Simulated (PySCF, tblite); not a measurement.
Isomers of C7H13N3. Computed with GFN2-xTB (tblite): harmonic, unscaled wavenumbers at the GFN2-xTB geometry, gas phase. Errors from tens to a few hundred cm⁻¹ against measured bands are possible. One conformer each.

Electronic energies: PBE0/pcSseg-1 single points on the GFN2-xTB geometries (PySCF, gas phase).

| SMILES | electronic energy, lowest = 0 (kJ/mol) |
| --- | --- |
| CC(C)(C)Cn1cnnc1 | 3.0 |
| CCC(C)(C)n1ccnn1 | 39.1 |
| Cc1cnn(CC(C)C)n1 | 0.0 |
| Cc1cn(C(C)(C)C)nn1 | 16.4 |
| CCCn1cc(CC)nn1 | 30.4 |
| CCn1nncc1C(C)C | 32.8 |
| CC(C)(C)Cn1ccnn1 | 39.3 |

How do GFN2-xTB zero-point energies change the relative energies?

```csv
SMILES,ZPE (kJ/mol),of it from modes above 1550 cm⁻¹,electronic (kJ/mol),"with ZPE, lowest = 0 (kJ/mol)",lowest mode (cm⁻¹),rings
Cc1cnn(CC(C)C)n1,515.8,235.8,0.0,0.0,18,1
CC(C)(C)Cn1cnnc1,517.4,237.0,3.0,4.5,50,1
Cc1cn(C(C)(C)C)nn1,513.1,246.6,16.4,13.7,15i,1
CCCn1cc(CC)nn1,517.1,235.2,30.4,31.6,23,1
CCn1nncc1C(C)C,516.5,235.9,32.8,33.5,17,1
CCC(C)(C)n1ccnn1,516.2,238.0,39.1,39.4,31,1
CC(C)(C)Cn1ccnn1,516.5,237.2,39.3,40.0,34,1
```

The zero-point energies span 4.3 kJ/mol, from `Cc1cn(C(C)(C)C)nn1` to `CC(C)(C)Cn1cnnc1`. Slightly imaginary modes are left out of the zero-point energy: `Cc1cn(C(C)(C)C)nn1` 14.8i cm⁻¹. The order is unchanged.

And how do the electronic energies of GFN2-xTB itself compare?

`Cc1cnn(CC(C)C)n1` 20.4; `CC(C)(C)Cn1cnnc1` 0.0; `Cc1cn(C(C)(C)C)nn1` 29.5; `CCCn1cc(CC)nn1` 49.0; `CCn1nncc1C(C)C` 43.3; `CCC(C)(C)n1ccnn1` 49.2; `CC(C)(C)Cn1ccnn1` 49.0 kJ/mol, lowest = 0. Against the energies above, taken from the same isomer `Cc1cnn(CC(C)C)n1`, the largest difference is 23.4 kJ/mol.

What do entropy and thermal enthalpy add at 298.15 K and 1 bar (rigid rotor, harmonic oscillator, one conformer each)?

```tsv
SMILES	point group	symmetry number	S (J/(mol K))	H − H(0) (kJ/mol)	ZPE + H − H(0) − TS (kJ/mol)
CC(C)(C)Cn1cnnc1	Cs	1	414.1	29.73	423.7
CCC(C)(C)n1ccnn1	C1	1	423.0	30.42	420.5
CC(C)(C)Cn1ccnn1	C1	1	417.8	29.90	421.9
```

Not tabulated: `Cc1cnn(CC(C)C)n1` (lowest mode only 18 cm⁻¹); `Cc1cn(C(C)(C)C)nn1` (lowest mode only 15i cm⁻¹); `CCCn1cc(CC)nn1` (lowest mode only 23 cm⁻¹); `CCn1nncc1C(C)C` (lowest mode only 17 cm⁻¹).
